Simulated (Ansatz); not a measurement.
Geometry optimisation, RKS r2SCAN-D4/def2-SVP in Ansatz.

Input:

```yaml
crystal:
  periodic: [false, false, false]
  atoms:
    - { symbol: "N", position_ang: [0.9259, 1.533, 0.0251] }
    - { symbol: B, position_ang: [0.5782, 0.1965, -0.5587] }
    - { symbol: F, position_ang: [1.1581, -0.2212, -1.8127] }
    - { symbol: Sn, position_ang: [-0.7062, -1.165, 0.5205] }
    - { symbol: H, position_ang: [1.5025, 2.0639, -0.6825] }
    - { symbol: H, position_ang: [-0.0276, 2.115, 0.0286] }
    - { symbol: H, position_ang: [-2.1149, -1.5701, -0.4987] }
    - { symbol: H, position_ang: [0.122, -2.6223, 0.9376] }
    - { symbol: H, position_ang: [-1.3494, -0.3761, 2.0236] }
basis:
  gaussian: { orbitals: def2-SVP }
hamiltonian:
  xc: r2scan
  dispersion: d4
relax:
  f_tol: 0.015
  max_steps: 40
output:
  orbitals: {}
```

Command:

```bash
$ ansatz run input.yaml --threads 2 --pin off --max-ram 3072MiB --backend cpu --events-out ev --progress --plain --runs-dir out
```

Task: Where does it end, and by what steps?

Result: The forces met the threshold. The force dipped under the threshold on the way, but the program's further checks kept it going. After 12 steps the energy has fallen by 1.123 eV; H6 moved furthest, 0.65 Å.

```csv
step,energy less start (eV),largest force component (eV/Å),accepted
0,0.0000,2.809,yes
1,-0.5622,2.771,yes
2,-0.8595,1.034,yes
3,-1.0081,1.026,yes
4,-1.1033,0.298,yes
5,-1.1150,0.219,yes
6,-1.1204,0.073,yes
7,-1.1217,0.024,yes
8,-1.1222,0.086,yes
9,-1.1216,0.156,no
10,-1.1229,0.008,yes
11,-1.1230,0.008,yes
12,-1.1231,0.014,yes
```

```xyz
9
Properties=species:S:1:pos:R:3
N 0.788 1.558 -0.275
B 0.592 0.235 -0.671
F 1.230 -0.207 -1.767
Sn -0.772 -1.159 0.483
H 1.395 2.193 -0.786
H 0.345 1.967 0.538
H -2.083 -1.731 -0.466
H 0.051 -2.541 1.080
H -1.456 -0.361 1.847
```

The run took 30 s on 2 threads of AMD EPYC 7B13 (Zen 3), with other jobs on the host, peak memory 0.18 GiB.
